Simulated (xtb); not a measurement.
FGaH₆Si₂, SMILES [Ga]([F])([SiH3])[SiH3]. All values are semi-empirical tight-binding results from xtb (GFN2-xTB unless named), good for trends rather than for accurate numbers. Coordinates come from a GFN2-xTB optimisation.

A frequency run showed that this geometry is not a minimum.

For metal compounds this method's bond lengths and energies can be far off.

Computed properties:
* **orbital gap**: 3.10 eV
